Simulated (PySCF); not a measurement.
Compound: C3HF6 (doublet state).
SMILES with atom numbers: `[F:1][CH:2][C:3]([F:4])([F:5])[C:6]([F:7])([F:8])[F:9]` (hydrogens: H10 on C2)

Geometry (GFN2-xTB, Å), atoms numbered from 1 in this order:
```xyz
10
C3HF6 angstrom
F      1.2140    1.6624   -0.1933
C      1.3815    0.3507   -0.2115
C      0.2560   -0.5299    0.1623
F      0.2938   -1.6663   -0.5763
F      0.3341   -0.9600    1.4637
C     -1.1415    0.1361   -0.0151
F     -1.2994    1.1476    0.8334
F     -1.2793    0.6119   -1.2529
F     -2.1188   -0.7354    0.1979
H      2.3685   -0.0127   -0.4306
```

The hyperfine couplings belong to this conformer and change with its torsions.

Theory: PySCF 2.14.0, UKS B3LYP, pcH-1 on C F H, non-relativistic, mean-field spin-orbit, GIAO. Isolated species at its GFN2-xTB geometry (one conformer only). The geometry wasn't refined by DFT: couplings that depend on bond lengths, twists or pyramidal angles can differ widely from those at the functional's own minimum. No stability test was run, so a lower SCF solution isn't excluded.

Question: Match the computed a_iso(19F) values +163.8, +148.5, +6.3 MHz (means over equivalent nuclei) with the sites F1; F4/F5; F7/F8/F9.

Answer: 
| site | a_iso (MHz) | ρ(0) (bohr⁻³) | position | distance from C2 (Å) | bound to | spin population there | largest \|T\| (MHz) |
| --- | --- | --- | --- | --- | --- | --- | --- |
| F1 | +163.8 | +0.0389 | 1 bond from C2 | 1.32 | C2 | +0.92 | 580.0 |
| F4/F5 | +148.5 | +0.0353 | 2 bonds from C2 | 2.35 | C3 | -0.01 | 143.1 |
| F7/F8/F9 | +6.3 | +0.0015 | 3 bonds from C2 | 3.18 | C6 | 0.00 | 10.3 |

Question: Match the computed a_iso(13C) values +100.4, -34.1, +4.5 MHz with the sites C2; C3; C6.

Answer: 
| site | a_iso (MHz) | ρ(0) (bohr⁻³) | position | distance from C2 (Å) | spin population | largest \|T\| (MHz) |
| --- | --- | --- | --- | --- | --- | --- |
| C2 | +100.4 | +0.0894 | largest spin population | 0.00 | +0.92 | 169.9 |
| C3 | -34.1 | -0.0303 | 1 bond from C2 | 1.48 | -0.01 | 3.1 |
| C6 | +4.5 | +0.0040 | 2 bonds from C2 | 2.54 | 0.00 | 2.3 |

ρ(0) is the spin density at the nucleus and T the dipolar tensor; entries for several nuclei are means. Largest spin populations (Mulliken): C2 (+0.92) and F1 (+0.09). C2 is the only atom above +0.15. The angles at C2 add up to 359.8°, so it is planar; its axial dipolar tensor and the negative coupling of its proton fit spin in a p orbital normal to that plane.

Nuclei that the bonding pattern makes equivalent are averaged, as if the motion that swaps them (rotation, inversion, ring flip) were fast. The three 19F nuclei of mean +6.3 MHz run from 1.4 to 10.6 MHz in the frozen geometry. The 19F value of +148.5 MHz is a mean of couplings from 66.6 to 230.5 MHz in this one geometry, not an average over conformers.

On Arm Neoverse V1, one thread (shared host), this took 41 s wall.
